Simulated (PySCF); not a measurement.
**Molecular orbitals of SrH**

LC-ωPBE at R = 2.106 Å; basis Sr x2c-SVPall, H x2c-SVPall; spin-free X2C with a Gaussian nucleus; PySCF 2.14. State: ²Σ⁺ (doublet), unpaired electrons σ ↑. Only the outer orbitals are listed, counted within each symmetry.

```tsv
spin	orbital	occ.	ε (eV)	on Sr (%)	main shells (%)
α	7σ	1	-47.41	100	100 Sr s
α	4π	1	-28.13	100	100 Sr p
α	4π	1	-28.13	100	100 Sr p
α	8σ	1	-27.91	99	99 Sr p
α	9σ	1	-8.90	35	65 H s, 18 Sr s, 11 Sr d
α	10σ	1	-5.50	97	65 Sr s, 26 Sr p
α	5π	0	0.48	100	81 Sr p, 19 Sr d
α	5π	0	0.48	100	81 Sr p, 19 Sr d
α	11σ	0	0.97	100	56 Sr d, 39 Sr p
β	7σ	1	-47.34	100	100 Sr s
β	4π	1	-28.03	100	100 Sr p
β	4π	1	-28.03	100	100 Sr p
β	8σ	1	-27.82	99	99 Sr p
β	9σ	1	-8.54	38	62 H s, 18 Sr s, 11 Sr d
β	10σ	0	-0.38	98	73 Sr s, 18 Sr p
β	5π	0	1.31	100	83 Sr p, 17 Sr d
β	5π	0	1.31	100	83 Sr p, 17 Sr d
```

Task: Which are the highest filled and the lowest empty level, where do they sit, and how wide is the gap?

Result: Highest filled α 10σ at -5.50 eV (in %: 65 Sr s, 26 Sr p); lowest empty β 10σ at -0.38 eV (in %: 73 Sr s, 18 Sr p); the gap at LC-ωPBE is 5.12 eV.

| Quantity | Value |
| --- | --- |
| bond order (Mayer) | 0.89 |
| ⟨S²⟩ | 0.752 |
| charge on Sr (Mulliken, basis-dependent) | 0.33 |
| charge on Sr (Löwdin, basis-dependent) | 0.28 |
| dipole moment (positive dipole means Sr(−)H(+)) | -2.88 D |

Spin–orbit coupling is left out. The state is the lowest determinant that a PBE0 search found; another state may lie lower at other levels.
